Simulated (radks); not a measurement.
Removal energies from the cerium ion Ce8+, [Kr] 4d10 5s2 5p2, by Delta-SCF beside the eigenvalue of the level emptied. All-electron calculation, scalar-relativistic Kohn-Sham, PBEsol, spin-polarised, spherical densities, finite nucleus; Fermi nuclear charge, rms radius of each element as measured or else 0.836 A^(1/3) + 0.57 fm. Program: a radial shooting solver on a logarithmic mesh with Libxc functionals. Open shells are filled with parallel spins first.

| removed from | final configuration | Delta-SCF (eV) | -eigenvalue (eV) |
|---|---|---|---|
| 5p | [Kr] 4d10 5s2 5p1 | 124.09 | 116.97 |
| 5s | [Kr] 4d10 5s1 5p2 | 142.86 | 135.46 |
| 4d | [Kr] 4d9 5s2 5p2 | 233.61 | 220.32 |
| 4p | [Ar] 3d10 4s2 4p5 4d10 5s2 5p2 | 335.84 | 321.84 |
